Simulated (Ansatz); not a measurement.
# A small benchmark: atomisation enthalpy at 298 K

8 molecules with oxygen; the atomisation enthalpy at 298 K in kJ/mol, computed less measured. Shapes, held fixed at every level: PBE0-D4/def2-TZVP. Flexible molecules stand in one conformer, not always the lowest. Thermal terms are harmonic and unscaled (PBE0-D4/def2-TZVP); the spin-orbit lowering of the free atoms is taken from their spectra. Programs: Ansatz 0.2.0. Measured values: Active Thermochemical Tables, NIST-JANAF tables.

Levels: A = PBE/def2-TZVPP; B = wB97X/def2-TZVPP; C = MP2/def2-TZVPP.

```csv
molecule,from tabulated heats,A,B,C
NOF (nitrosyl fluoride),867,+160,+20,+35
HOI (hypoiodous acid),635,+21,-27,-13
SO2 (sulfur dioxide),1072,+77,-33,+27
B(OH)O (oxoborinic acid),1847,+50,-30,+24
CHFO (formyl fluoride),1646,+84,-4,+25
H2O2 (SMILES OO),1070,+48,-20,-13
CH3O (hydroxymethyl radical),1636,+47,-4,-23
H3NO (hydroxylamine),1419,+50,-9,-38
```

Task: Sum up the errors.

Result: 
| level | kind | mean error | mean absolute error | worst case |
| --- | --- | --- | --- | --- |
| PBE/def2-TZVPP | GGA | +67.1 | 67.1 | NOF |
| wB97X/def2-TZVPP | range-separated hybrid | -13.4 | 18.4 | SO2 |
| MP2/def2-TZVPP | perturbation theory | +3.0 | 24.8 | H3NO |

On this set wB97X/def2-TZVPP has the smallest mean absolute error and PBE/def2-TZVPP the largest. PBE/def2-TZVPP is too high in 8 of 8; wB97X/def2-TZVPP is too low in 7 of 8. The molecules' own spin-orbit binding is left out, so errors for heavy halides read too negative. The tabulated values of NOF, B(OH)O are in doubt (older tables, estimates, or at odds with other calculations) and kept here. Over the 6 molecules whose values aren't doubted the mean absolute errors are A 54.5; B 16.2; C 23.2. Correlated wave functions converge slowly with the basis. Open shells run unrestricted. For atoms past krypton def2 sets carry core potentials with scalar relativity. Outer-core shells of I are correlated, in sets that cover them unevenly. The set is small.
